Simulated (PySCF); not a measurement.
Gas-phase reaction: HfCl4 + 2 ClO ⇌ HfO2 + 6 Cl

Computed with PySCF (xtb for GFN2) and rigid-rotor harmonic-oscillator thermochemistry at 1 bar. † marks an energy on the PBE0/def2-TZVP geometry and frequencies; other levels use their own. Open shells (unrestricted): ClO (multiplicity 2, electronic degeneracy 4), Cl (multiplicity 2, electronic degeneracy 6); the rest are closed-shell singlets. GFN2 has no spin-polarisation term. Spin-orbit splitting is ignored; it lowers the true energy and changes the entropy of ClO, Cl. B3LYP is the form with VWN-RPA correlation. Hf: scalar-relativistic def2 core potential, no spin-orbit coupling. The harmonic model lacks anharmonicity and excited electronic states, which grow with temperature; levels with a mode under 35 cm⁻¹ are left out. Soft modes under 120 cm⁻¹ make the harmonic entropy rough for HfCl4.

```
level               ΔE electronic, kJ  ΔH°(298 K), kJ  ΔS°(298 K), J/K  ΔG°(800 K), kJ
------------------  -----------------  --------------  ---------------  --------------
B3LYP/def2-TZVP†                 1177            1175              457             808
BLYP/def2-TZVP†                  1163            1160              457             793
GFN2-xTB                         1056            1052              428             708
PBE/def2-SVP                     1235            1232              453             869
PBE0/def2-QZVP†                  1249            1246              457             879
PBE0/def2-SVP†                   1199            1196              457             829
PBE0/def2-TZVP                   1252            1249              457             882
r2SCAN/def2-TZVP†                1271            1268              457             901
LDA/def2-TZVP†                   1489            1487              457            1120
ωB97M-V/def2-TZVP†               1268            1265              457             898
```
ΔH° is lowest at GFN2-xTB and highest at LDA/def2-TZVP†. No reference value is set beside these.
